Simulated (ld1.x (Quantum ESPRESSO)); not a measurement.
**Which change was made? (B, ultrasoft)**

ld1.x (Quantum ESPRESSO) 7.5 input, shortened:

```
&input
   title='B', zed=5., rel=0, dft='PBESOL', iswitch=3,
   config='[He] 2s2 2p0'
 /
 &inputp
   pseudotype=3, tm=.true., lloc=-1, rcloc=3.05,
   nlcc=.true., rcore=1.45
 /
4
2S  1  0   2.00   0.00  1.20  1.60  0.0
2S  1  0   0.00   0.90  1.20  1.60  0.0
2P  2  1   0.00   0.00  3.25  3.65  0.0
2P  2  1   0.00   0.10  3.25  3.65  0.0
 &test
   configts(1)='2s2 2p0'
 /
```

Cutoffs, loose and tight: the cutoffs (Ry, on a coarse ladder) from which the occupation-weighted sum of valence levels, in a spherical-Bessel basis at the reference potential, stays within 10 and 1 mRy of its value at 400 Ry. They do not see the model core or the augmentation charge, which bear on the density cutoff. Test errors are all-electron minus pseudo excitation energies from the reference, over the configurations 2s2 2p1; 2s1 2p0; 2s2 2p0.5; 2s0 2p3; 2s1 2p1; 2s1 2p2; 2s2 2p1.3; variants that change the core or the reference have their own tests.

The base gives: outcome: generated, overlap not positive; bound ghosts: not determined (overlap not positive); largest test error (meV): -92.

Task: After one change the result is: outcome: generated; cutoff, loose: 6 Ry; cutoff, tight: 8 Ry; bound ghosts: none; largest test error (meV): +38. Which change was it?
A. augmentation PSQ, radius 1.25 bohr
B. local potential all-electron potential smoothed inside 4.06 bohr (lloc = -1)
C. reference 2s2 2p1

Result: A. The others give: reference 2s2 2p1 → outcome: generated; bound ghosts: not determined; largest test error (meV): -391 | local potential all-electron potential smoothed inside 4.06 bohr (lloc = -1) → outcome: generated; cutoff, loose: 6 Ry; cutoff, tight: 8 Ry; bound ghosts: p; largest test error (meV): -233. A file whose overlap is not positive is unfit for use, and its test errors describe a broken file.
